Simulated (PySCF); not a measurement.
Nuclear quadrupole coupling in `C#C[SiH2]Sc1ccccc1`

Compound: C8H8SSi.
SMILES with atom numbers: `[CH:1]#[C:2][SiH2:3][S:4][c:5]1[cH:6][cH:7][cH:8][cH:9][cH:10]1` (hydrogens: H11 on C1; H12, H13 on Si3; H14 on C6; H15 on C7; H16 on C8; H17 on C9; H18 on C10)

Geometry (GFN2-xTB, Å), atoms numbered from 1 in this order:
```
atom  x, y, z in Å
C1     3.435   -1.117   -0.818
C2     3.088   -0.143   -0.202
Si3    2.463    1.358    0.675
S4     0.661    2.048   -0.306
C5    -0.550    0.769   -0.143
C6    -0.290   -0.474    0.416
C7    -1.300   -1.417    0.495
C8    -2.568   -1.134    0.017
C9    -2.825    0.106   -0.545
C10   -1.824    1.055   -0.624
H11    3.753   -1.968   -1.348
H12    2.160    1.045    2.069
H13    3.355    2.490    0.487
H14    0.696   -0.716    0.783
H15   -1.088   -2.381    0.934
H16   -3.350   -1.875    0.080
H17   -3.809    0.338   -0.923
H18   -2.016    2.024   -1.059
```

Field gradients from the PBE0/pcSseg-1 density (PySCF, non-relativistic), principal values in atomic units, ordered |Vxx| ≤ |Vyy| ≤ |Vzz|:

| atom | Vxx | Vyy | Vzz |
| --- | --- | --- | --- |
| S4 | -0.0106 | -2.0393 | 2.0499 |

Task: Find the asymmetry η = (Vxx − Vyy)/Vzz and the couplings χ = eQV/h (234.96 MHz × Q in barn × V in au), with Q(33S) = −0.0678 b.

Result: 
| atom | environment | nucleus | η | χzz (MHz) | χxx (MHz) | χyy (MHz) |
| --- | --- | --- | --- | --- | --- | --- |
| S4 | sulfur bonded to C and Si | 33S | 0.99 | -32.66 | 0.17 | 32.49 |

At S4 η is above 0.9: Vyy and Vzz are nearly equal in size and opposite in sign, so a small change could swap them and flip the sign of χzz. The tensor is traceless: Vxx + Vyy + Vzz = 0.

Task: What is Vzz at S4 in SI units (1 au = 9.71736 × 10²¹ V/m²)?

Result: 2.0499 au = 19.920 × 10²¹ V/m².

Task: And the gradient at the other heavy atoms, for which no coupling is worked out here?

Result: 
| atom | environment | Vzz (au) | η |
| --- | --- | --- | --- |
| C1 | terminal alkyne carbon | -0.371 | 0.03 |
| C2 | alkyne carbon | -0.332 | 0.01 |
| Si3 | SiH2 silicon | 0.502 | 0.97 |
| C5 | substituted aromatic carbon | -0.316 | 0.17 |
| C6 | aromatic CH carbon | 0.264 | 0.22 |
| C7 | aromatic CH carbon | 0.329 | 0.17 |
| C8 | aromatic CH carbon | 0.302 | 0.17 |
| C9 | aromatic CH carbon | 0.331 | 0.17 |
| C10 | aromatic CH carbon | 0.274 | 0.23 |

Task: What couplings would deuterons (Q(2H) = 0.00286 b) have in place of the hydrogens, at this geometry?

Result: 
```tsv
atom	bonded to	bond length (Å)	Vzz (au)	η	χzz (kHz)
H11	C1	1.052	0.3859	0.00	259
H12	Si3	1.460	0.1625	0.02	109
H13	Si3	1.454	0.1666	0.02	112
H14	C6	1.080	0.3239	0.12	218
H15	C7	1.080	0.3263	0.06	219
H16	C8	1.080	0.3288	0.07	221
H17	C9	1.080	0.3272	0.06	220
H18	C10	1.080	0.3252	0.08	219
```

Geometry: GFN2-xTB, one conformer, isolated molecule. GFN2-xTB bond lengths can be off by several hundredths of an ångström, more for odd bonds, and the gradients follow them. With a basis this small, the couplings can be 20 % off.

These values come from a run that also computed NMR shieldings. Time: 2.1 min of wall time; peak memory 1.1 GiB. Hardware: one thread, Intel Xeon at 2.50 GHz (x86_64), on a shared host.
